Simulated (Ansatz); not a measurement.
The cluster Mn2Cu⁻, relaxed as a multiplicity 9 with UKS PBE-D4/def2-TZVPD in Ansatz, starting from the GFN1-xTB geometry. Force threshold 0.02 eV/Å.

The charge -1 multiplicity 9 is spin-contaminated (final ⟨S²⟩ up to 20.97, 20.00 for a pure state). The highest occupied level of the charge -1 multiplicity 9 lies above zero (up to 1.00 eV). It is a level of β spin, whose loss leaves a multiplicity 10; that state wasn't run at this geometry and level. The electron is either unbound and held by the finite basis, or the level is raised by self-interaction error. The relaxation made no stability test and no search for a lower SCF solution. No other spin state of charge -1 was run. Another isomer (multiplicity 9) lies 0.37 eV lower at PBE0-D4/def2-TZVPD; other spin states weren't run for this one.

Start:

```
atom    x (Å)    y (Å)    z (Å)
 Cu1  -0.0002  -0.0001  -0.0003
 Mn2   0.9135  -2.0001   0.1872
 Mn3  -0.9133   2.0002  -0.1869
```

Estimate the energy that the relaxation releases and the steps that it takes.

8.0 kcal/mol, in 4 steps; 14 s on 4 threads of Arm Neoverse V2 on a shared host. No frequencies were taken in this run, so the end may be a saddle point.

Does the start keep its bonding and symmetry?

By distances, no bond broke or formed. The bond that changes most is Cu1–Mn3, from 2.21 to 2.46 Å (atoms count from 1). Point group D∞h at the start, D∞h at the end, both within 0.05 Å.

Predict the relaxed structure.


```csv
atom,x (Å),y (Å),z (Å)
Cu1,-0.002,-0.001,-0.003
Mn2,1.020,-2.232,0.210
Mn3,-1.019,2.233,-0.207
```
Bond lengths (bridged metal pairs left out): 2 × Cu–Mn 2.46 Å.
